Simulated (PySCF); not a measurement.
# Reading the logs of faulty runs: C3GeH8

All numbers below are calculated, not measured. They come from PySCF 2.14.0, an open-source quantum chemistry program, on an isolated molecule that a program drew, which may never have been made. The molecule is C3GeH8 (charge 0, singlet), drawn as the SMILES string `C[CH](C)[GeH]`.

Each row is a Hartree-Fock (HF) and frozen-core CCSD(T) single point in the cc-pVDZ basis, meant for a local HF minimum. Run 1 is clean. Each other run has one planted mistake out of seven kinds, and not every kind appears here: one electron removed, one electron added, multiplicity raised by two, geometry at a saddle point, minimal basis STO-3G, one bond length entered in bohr, all coordinates scaled. The reference is restricted for singlets and unrestricted otherwise, and also for a bond in bohr. Adding or removing an electron swaps singlet and doublet. Electrons count all cores. HOMO and LUMO are orbital energies over both spins, the gradient is its largest component, and the lowest frequency (negative if imaginary) is given only where the gradient is small. Bond lengths are over the 11 bonds as drawn. T1 is the CCSD diagnostic: over 0.02 (restricted) or 0.045 (unrestricted) a single reference is doubtful. Germanium has the cc-pVDZ-PP basis, with a core potential (ECP10MDF) in place of its 10 inner electrons, and its 3s, 3p and 3d shells are frozen in CCSD(T).

Geometry of the clean run:
```xyz
12
C3GeH8, angstrom
C    -0.7974    1.5211   -0.4142
C     0.0712    1.5091    0.8532
C    -0.6598    0.8579    2.0318
Ge    0.7523    3.3589    1.3086
H    -0.2435    1.8822   -1.2828
H    -1.6815    2.1570   -0.2936
H    -1.1627    0.5151   -0.6458
H     0.9765    0.9254    0.6347
H    -1.5636    1.4154    2.2977
H    -0.0323    0.8128    2.9259
H    -0.9666   -0.1660    1.7936
H     1.4964    3.5722   -0.0796
```

```
run  electrons  basis functions  <S^2>  HOMO (eV)  LUMO (eV)  gradient (hartree/bohr)  lowest frequency (cm^-1)  mean bond (Å)  longest bond (Å)      T1  HF (hartree)  CCSD(T) (hartree)                     mistake
  1         58              105  0.000      -8.41       0.63                  3.1e-05                        94         1.3042             2.023  0.0098    -411.60215         -412.19860                    no fault
  2         58              105  0.000      -8.55       0.37                  5.2e-02                         -         1.4254             2.211  0.0109    -411.52927         -412.14709      all coordinates scaled
  3         58              105  2.008      -7.50       0.12                  3.3e-02                         -         1.3042             2.023  0.0118    -411.57164         -412.15138  multiplicity raised by two
  4         59              105  0.764      -0.82       7.79                  1.8e-02                         -         1.3042             2.023  0.0105    -411.60483         -412.21094          one electron added
  5         57              105  0.783     -16.12      -6.40                  5.0e-02                         -         1.3042             2.023  0.0152    -411.33051         -411.89803                           ?
  6         58              105  1.194      -8.85       0.78                  4.4e-02                         -         1.4284             2.904  0.0364    -411.49044         -412.05184                           ?
```

**Which mistake was planted in run 5, and what did it cost?**

It counts 57 electrons, one fewer than the clean run, at the same geometry and basis. So the mistake is: one electron removed. Subtracting run 1 and multiplying by 627.51 kcal/mol a hartree, the energy moved by 170.5 kcal/mol in HF and 188.6 kcal/mol in CCSD(T).

**Which mistake was planted in run 6, and what did it cost?**

The mean bond changes by a factor of 1.095 and the longest by 1.435, so the molecule wasn't scaled as a whole. A length L in bohr read as angstrom grows by (1/0.5292 - 1) L = 0.890 L. The 11 bonds together grew by 11 x 0.1242 = 1.366 Å, which gives L = 1.536 Å. That is the length of one of the C-C bonds, 1.536 Å in the clean geometry. So the mistake is: one bond length entered in bohr. Subtracting run 1 and multiplying by 627.51 kcal/mol a hartree, the energy moved by 70.1 kcal/mol in HF and 92.1 kcal/mol in CCSD(T).

